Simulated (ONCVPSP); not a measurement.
**H (Z = 1) ONCV: all-electron and pseudo phase curves**

H, optimised norm-conserving Vanderbilt (ONCV), made with ONCVPSP 4.0.1 (PBE, scalar-relativistic). Core none, reference 1s1. Waves: 1s: rc 1.50 bohr, ncon 3, nbas 7, qcut 8.9 1/bohr, 1 projector. Local part: polynomial inside 1.30 bohr (lpopt 5, dvloc0 1 Ha). Core correction: none.

The phase is arctan(r·R′/R) of the radial function R(r), unwrapped; energies in Ha, scanned from -2 to 5 Ha. A pole is an energy at which the radial function vanishes at the test radius. The pseudo phase is shifted by a multiple of π to meet the all-electron one at the reference energy, and phase errors are pseudo minus all-electron; the curves can meet again beyond the range given. Levels narrower than the energy grid can be missing from the lists of poles.

| channel | radius (bohr) | reference energy (Ha) | poles, all-electron | poles, pseudo | unbroken range about the reference energy with phases within 0.05 rad | phase error 1 Ha above the reference energy (rad) |
| --- | --- | --- | --- | --- | --- | --- |
| s | 1.52 | -0.24 | 0.67 | 0.69 | below 1.7 | +0.008 |

Phases in the s channel:

```
E (Ha)  all-electron  pseudo
 -1.98         1.005   1.007
 -1.80         0.950   0.953
 -1.62         0.880   0.883
 -1.44         0.787   0.791
 -1.26         0.660   0.665
 -1.08         0.482   0.487
 -0.90         0.231   0.236
 -0.72        -0.101  -0.097
 -0.54        -0.468  -0.466
 -0.36        -0.791  -0.791
 -0.18        -1.034  -1.034
  0.00        -1.210  -1.209
  0.18        -1.339  -1.337
  0.36        -1.438  -1.435
  0.54        -1.519  -1.514
  0.72        -1.589  -1.581
  0.90        -1.653  -1.642
  1.08        -1.715  -1.699
  1.26        -1.778  -1.757
  1.44        -1.847  -1.817
  1.62        -1.926  -1.883
  1.80        -2.023  -1.961
  1.98        -2.148  -2.055
  2.16        -2.318  -2.175
  2.34        -2.553  -2.335
  2.52        -2.870  -2.551
  2.70        -3.240  -2.834
  2.88        -3.581  -3.166
  3.06        -3.844  -3.490
  3.24        -4.030  -3.753
  3.42        -4.162  -3.949
  3.60        -4.259  -4.092
  3.78        -4.332  -4.197
  3.96        -4.389  -4.277
  4.14        -4.435  -4.340
  4.32        -4.473  -4.390
  4.50        -4.506  -4.431
  4.68        -4.533  -4.466
  4.86        -4.558  -4.496
```
